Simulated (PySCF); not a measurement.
C₄H₁₁Al (SMILES C[C](C)(C)[AlH2]), singlet, geometry from GFN2-xTB (such geometries of metal compounds can be far from the true shape). Base run: PBE/6-31G, polarisability (PySCF).

The PySCF input:
```python
from pyscf import gto, scf, dft
from pyscf.prop import polarizability

mol = gto.M(
    atom='''
Al   -1.055312   -0.904090   -0.942224
H    -1.191989   -2.436392   -0.736685
H    -1.862022   -0.269951   -2.106685
C     0.195070    0.198498    0.214433
C    -0.440134    0.827405    1.466367
C     1.323337   -0.745350    0.662034
C     0.764751    1.326967   -0.660562
H     0.300484    1.394450    2.034373
H    -0.851650    0.056152    2.117995
H    -1.248024    1.504905    1.189039
H     0.906709   -1.605445    1.191947
H     1.873116   -1.121856   -0.203074
H     2.027383   -0.242409    1.326942
H     1.324555    0.913965   -1.502060
H    -0.046496    1.935811   -1.066063
H     1.428851    1.978814   -0.090447
''',
    basis='6-31g',
    charge=0,
    spin=0,
    verbose=3,
)

mf = dft.RKS(mol)
mf.xc = 'pbe'
mf.kernel()
alpha = mf.Polarizability().polarizability()[2, 2]
print('alpha_zz =', alpha)
```

Q: The base was run again with changes. Order these runs by alpha_zz (bohr³), lowest first: basis = cc-pVDZ | basis = 6-31+G* | functional = hf | functional = camb3lyp | functional = pbe0 | functional = lda,vwn.

A: functional = hf (alpha_zz (bohr³) 61.53), functional = camb3lyp (alpha_zz (bohr³) 63.66), functional = pbe0 (alpha_zz (bohr³) 64.86), functional = lda,vwn (alpha_zz (bohr³) 67.97), basis = cc-pVDZ (alpha_zz (bohr³) 73.35), basis = 6-31+G* (alpha_zz (bohr³) 77.93)

Finite-field rows take the second difference of the energy in a field along z; a small field with loose convergence shows SCF noise divided by the square of the field, and a large one adds hyperpolarisability.
